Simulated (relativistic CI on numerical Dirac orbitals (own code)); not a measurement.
# Cu³⁺ in a cubic cluster: 3s photoemission with charge transfer

Computed with a charge-transfer multiplet model of a cubic metal-ligand cluster with up to 2 ligand holes, Slater and spin-orbit integrals from Dirac-Coulomb-Breit ions, Slater integrals scaled by 0.8. The parameters are those of a tetrahedral site (10Dq negative, t2 hopping the larger). The ground state mixes d8 with configurations of k ligand holes L, whose averages lie at kΔ + k(k − 1)U_dd/2; a core hole lowers each added d electron by U_cd. 300 K, Lorentzian 1.4 eV and Gaussian 0.8 eV FWHM.

Atomic integrals in eV (Slater integrals scaled, ζ unscaled), ground: F2dd 11.066, F4dd 6.905, zeta_d 0.110; with the core hole: F2dd 11.872, F4dd 7.445, zeta_d 0.122, G2cd 11.691.

Cluster parameters (eV): U_dd = 8.6, U_cd = 10, 10Dq = -0.5, 10Dq(ligand) = 0, V(eg) = 1.05, V(t2g) = -1.78, final-state hopping factor = 1.

| Case | n_d | d8 | d9L | d10L2 | S |
| --- | --- | --- | --- | --- | --- |
| Δ = -0.8 eV | 8.52 | 0.51 | 0.47 | 0.02 | 1.00 |
| Δ = 0.2 eV | 8.40 | 0.62 | 0.37 | 0.01 | 1.00 |
| Δ = 1.2 eV | 8.30 | 0.71 | 0.28 | 0.01 | 1.00 |
| Δ = 2.2 eV | 8.23 | 0.78 | 0.22 | 0.01 | 1.00 |
| Δ = 3.2 eV | 8.17 | 0.83 | 0.17 | 0.00 | 1.00 |

Weights, n_d and S are thermal averages at 300 K. Binding energies count from the first peak over 30 % of the highest in each spectrum, which can be another peak from case to case. The parameters are a model scan and need not match a compound or its usual spin state. Peaks in eV (height, largest 100):
- Δ = -0.8 eV: 0.0 (100), 4.7 (59), 8.1 (43), 11.8 (47), 18.6 (28)
- Δ = 0.2 eV: 0.0 (100), 4.8 (51), 7.9 (43), 10.5 (63), 17.2 (38)
- Δ = 1.2 eV: 0.0 (100), 5.0 (49), 9.3 (77), 16.0 (47)
- Δ = 2.2 eV: 0.0 (100), 5.4 (56), 8.2 (90), 14.9 (53)
- Δ = 3.2 eV: 0.0 (100), 5.8 (79), 7.9 (78), 14.0 (55)

Curve for Δ = 1.2 eV (points under 2 left out, the grid thinned):

| E (eV) | Intensity |
| --- | --- |
| -3.4 | 6.2 |
| -2.9 | 8.2 |
| -2.3 | 12.4 |
| -1.8 | 19.3 |
| -1.2 | 37.7 |
| -0.7 | 68.1 |
| -0.1 | 99.6 |
| 0.4 | 87.8 |
| 0.9 | 64.8 |
| 1.5 | 43.1 |
| 2.0 | 29.0 |
| 2.6 | 20.7 |
| 3.1 | 18.6 |
| 3.7 | 21.6 |
| 4.2 | 31.4 |
| 4.7 | 45.3 |
| 5.3 | 45.7 |
| 5.8 | 33.4 |
| 6.4 | 27.1 |
| 6.9 | 33.0 |
| 7.5 | 47.0 |
| 8.0 | 51.6 |
| 8.6 | 59.7 |
| 9.1 | 74.9 |
| 9.6 | 70.1 |
| 10.2 | 40.4 |
| 10.7 | 23.1 |
| 11.3 | 13.9 |
| 11.8 | 10.4 |
| 12.4 | 8.2 |
| 12.9 | 7.5 |
| 13.4 | 7.6 |
| 14.0 | 9.5 |
| 14.5 | 13.4 |
| 15.1 | 24.3 |
| 15.6 | 39.8 |
| 16.2 | 45.2 |
| 16.7 | 30.6 |
| 17.2 | 16.9 |
| 17.8 | 9.0 |
| 18.3 | 6.1 |
| 18.9 | 4.3 |
| 19.4 | 3.3 |
| 20.0 | 2.5 |
| 20.5 | 2.0 |

For the case Δ = 0.2 eV, Δ = 0.2 eV is smaller than U_dd = 8.6 eV, the charge-transfer side of the Zaanen-Sawatzky-Allen scheme. With the core hole the configuration with one ligand hole lies at Δ − U_cd = -10.8, -9.8, -8.8, -7.8, -6.8 eV from the one without, in the order of the table; where this is negative the screened configuration lies lower.

Without intra-shell correlation the exchange splitting of the 3s hole comes out too large.
